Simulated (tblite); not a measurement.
Species: C₅H₁₄GaN.
Atom-mapped SMILES: `[CH3:1][CH2:2][Ga@@H-:3]([NH3+:4])[CH:5]1[CH2:6][CH2:7]1` (hydrogens: H8, H9, H10 on C1; H11, H12 on C2; H13 on Ga3; H14, H15, H16 on N4; H17 on C5; H18, H19 on C6; H20, H21 on C7)

Computed with GFN2-xTB (tblite), gas phase: L-BFGS steps from a force-field or distance-geometry start until the largest atomic force falls under 0.01 eV/Å.

Step 79: E = -595.7607 eV
```
atom  x, y, z in Å  |  force x, y, z in eV/Å
C1     -2.9098   -0.8676   -0.4953   -0.021   0.007  -0.003
C2     -1.8324   -1.0385    0.5835   -0.020  -0.016   0.011
Ga3    -0.1641    0.0155    0.0550    0.011   0.027  -0.047
N4     -0.4935    2.0966    0.8260   -0.008  -0.010  -0.020
C5      1.7319   -0.2480    0.6911   -0.010  -0.011  -0.019
C6      2.5279   -1.0720   -0.2967    0.001  -0.005  -0.007
C7      2.7596    0.3962   -0.2067    0.009   0.000  -0.010
H8     -2.5123   -1.1554   -1.4716   -0.015   0.013   0.029
H9     -3.7918   -1.4788   -0.2914    0.025   0.029   0.011
H10    -3.2230    0.1766   -0.5613   -0.006  -0.015  -0.015
H11    -2.2350   -0.7388    1.5590   -0.024   0.024   0.016
H12    -1.6023   -2.1072    0.6834    0.028  -0.009  -0.003
H13    -0.1405    0.5015   -1.4545    0.001   0.010   0.025
H14    -1.1874    2.5651    0.2494   -0.030   0.008  -0.018
H15    -0.7710    2.1895    1.8001    0.012  -0.026   0.010
H16     0.3940    2.5800    0.7002    0.000  -0.022  -0.004
H17     2.0502   -0.3631    1.7268    0.009  -0.030  -0.006
H18     2.0049   -1.4320   -1.1793    0.010  -0.010  -0.017
H19     3.2922   -1.7509    0.0569    0.017   0.039   0.036
H20     2.4037    0.9997   -1.0371   -0.015   0.011  -0.001
H21     3.6900    0.7483    0.2165    0.029  -0.013   0.032
```

Step 80: E = -595.7614 eV
```
atom  x, y, z in Å  |  force x, y, z in eV/Å
C1     -2.9113   -0.8634   -0.4951   -0.024  -0.002   0.002
C2     -1.8347   -1.0415    0.5833   -0.013  -0.008   0.008
Ga3    -0.1654    0.0089    0.0533    0.042   0.036  -0.030
N4     -0.4944    2.0908    0.8238   -0.001  -0.037  -0.020
C5      1.7336   -0.2467    0.6913   -0.024   0.002  -0.023
C6      2.5311   -1.0694   -0.2954    0.009   0.014  -0.025
C7      2.7620    0.3993   -0.2058   -0.020   0.004   0.001
H8     -2.5187   -1.1633   -1.4695   -0.014   0.021   0.025
H9     -3.7998   -1.4628   -0.2857    0.016   0.025   0.010
H10    -3.2130    0.1840   -0.5676    0.001  -0.022  -0.014
H11    -2.2344   -0.7382    1.5589   -0.026   0.017   0.019
H12    -1.6098   -2.1114    0.6825    0.021  -0.004   0.001
H13    -0.1434    0.4954   -1.4546    0.003   0.011   0.013
H14    -1.1915    2.5605    0.2527   -0.040   0.019  -0.024
H15    -0.7641    2.1805    1.7999    0.005  -0.020   0.021
H16     0.3933    2.5715    0.6930    0.008  -0.012  -0.008
H17     2.0514   -0.3599    1.7274    0.007  -0.034  -0.009
H18     2.0087   -1.4279   -1.1790    0.014  -0.015  -0.014
H19     3.2965   -1.7469    0.0570    0.026   0.025   0.043
H20     2.4047    1.0026   -1.0362   -0.008   0.005   0.004
H21     3.6903    0.7548    0.2199    0.019  -0.026   0.022
```

Step 81: E = -595.7622 eV
```
atom  x, y, z in Å  |  force x, y, z in eV/Å
C1     -2.9123   -0.8586   -0.4942   -0.010  -0.019   0.012
C2     -1.8369   -1.0444    0.5840    0.003   0.009   0.005
Ga3    -0.1665    0.0032    0.0504    0.058   0.032  -0.002
N4     -0.4960    2.0839    0.8199    0.010  -0.053  -0.020
C5      1.7344   -0.2453    0.6909   -0.031   0.016  -0.020
C6      2.5341   -1.0663   -0.2947    0.023   0.025  -0.032
C7      2.7640    0.4027   -0.2046   -0.043   0.010   0.012
H8     -2.5243   -1.1710   -1.4658   -0.010   0.021   0.005
H9     -3.8068   -1.4451   -0.2794   -0.014   0.005   0.013
H10    -3.2021    0.1911   -0.5746    0.006  -0.002  -0.010
H11    -2.2335   -0.7373    1.5599   -0.024   0.004   0.014
H12    -1.6168   -2.1157    0.6813    0.010   0.010   0.008
H13    -0.1465    0.4893   -1.4545    0.006   0.014  -0.012
H14    -1.1962    2.5574    0.2561   -0.041   0.025  -0.019
H15    -0.7565    2.1679    1.7988   -0.003  -0.011   0.022
H16     0.3928    2.5612    0.6847    0.006  -0.004  -0.009
H17     2.0500   -0.3576    1.7281    0.008  -0.037  -0.017
H18     2.0129   -1.4238   -1.1795    0.021  -0.022  -0.011
H19     3.3010   -1.7416    0.0584    0.024   0.015   0.039
H20     2.4050    1.0065   -1.0343    0.005  -0.001   0.009
H21     3.6915    0.7603    0.2232   -0.002  -0.036   0.012
```

Question: Estimate the geometry and energy of step 82. (The exact step hangs on the optimiser's Hessian estimate; all steps are aligned on step 81, rigid shifts and turns removed.)

Answer: E = -595.7629 eV, largest force 0.056 eV/Å
```
atom  x, y, z in Å  |  force x, y, z in eV/Å
C1     -2.9130   -0.8527   -0.4929   -0.011  -0.019   0.014
C2     -1.8389   -1.0479    0.5852    0.012   0.025   0.002
Ga3    -0.1667   -0.0031    0.0474    0.047   0.018   0.024
N4     -0.4976    2.0746    0.8150    0.003  -0.041  -0.012
C5      1.7345   -0.2432    0.6904   -0.024   0.019  -0.011
C6      2.5378   -1.0616   -0.2945    0.023   0.028  -0.026
C7      2.7647    0.4079   -0.2029   -0.046   0.010   0.019
H8     -2.5297   -1.1805   -1.4612   -0.019   0.024   0.000
H9     -3.8167   -1.4226   -0.2718   -0.014   0.001   0.008
H10    -3.1869    0.2011   -0.5837    0.018  -0.017  -0.002
H11    -2.2330   -0.7375    1.5616   -0.016  -0.010   0.004
H12    -1.6251   -2.1211    0.6798    0.000   0.030   0.016
H13    -0.1493    0.4795   -1.4555    0.008   0.019  -0.036
H14    -1.2020    2.5542    0.2607   -0.024   0.014   0.002
H15    -0.7469    2.1522    1.7980   -0.003  -0.005  -0.002
H16     0.3922    2.5487    0.6743   -0.004  -0.002  -0.009
H17     2.0476   -0.3555    1.7288    0.010  -0.039  -0.027
H18     2.0176   -1.4200   -1.1798    0.032  -0.023  -0.006
H19     3.3059   -1.7343    0.0610    0.021   0.011   0.028
H20     2.4043    1.0125   -1.0316    0.014  -0.005   0.009
H21     3.6923    0.7661    0.2258   -0.026  -0.039   0.006
```

The energy changes by -0.0007 eV. The first-order estimate −F·Δx gives -0.0010 eV and the mean of the old and new forces, exact on a quadratic surface, -0.0007 eV. The step makes an angle of 83° with the force vector and moves no atom by more than 0.026 Å.

What follows is the cost of the whole relaxation. Hardware: one thread of an Arm Neoverse V1, shared host with 32 logical CPUs at a one-minute load of 22. Cost: 1.2 s of wall time.
